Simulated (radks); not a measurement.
Effect of the nuclear size on the cadmium ion Cd2+, [Kr] 4d10. All-electron calculation, Dirac Kohn-Sham, relativistic LDA (MacDonald-Vosko exchange, VWN5 correlation), spin-unpolarised, spherical densities, finite nucleus; Fermi nuclear charge, rms radius 4.6087 fm. Program: a radial shooting solver on a logarithmic mesh with Libxc functionals. The rms radius is varied about that value; shifts are against it.

| rms radius (fm) | total energy shift (eV) | density at nucleus (e/bohr^3) | 1s1/2 shift (meV) | 2s1/2 shift (meV) | 4s1/2 shift (meV) | 4p1/2 shift (meV) | 5s1/2 (empty) shift (meV) |
|---|---|---|---|---|---|---|---|
| 3.9082 | -0.904 | 1.614e+05 | -378 | -42.7 | -1.59 | 0.050 | -0.190 |
| 4.2999 | -0.414 | 1.592e+05 | -173 | -19.6 | -0.730 | 0.023 | -0.087 |
| 4.6087 | 0 | 1.577e+05 | 0.000 | 0.000 | 0.000 | 0.000 | 0.000 |
| 4.982 | 0.533 | 1.56e+05 | 223 | 25.2 | 0.940 | -0.029 | 0.112 |
| 5.2862 | 0.994 | 1.547e+05 | 416 | 47.0 | 1.75 | -0.054 | 0.210 |

Slopes of the eigenvalues against <r^2> in GHz/fm^2, as finite differences over the two radii next to the reference (eigenvalue slopes, not the field-shift constants of lines): 1s1/2 15100, 2s1/2 1710, 4s1/2 63.8, 4p1/2 -1.98, 5s1/2 (empty) 7.63.
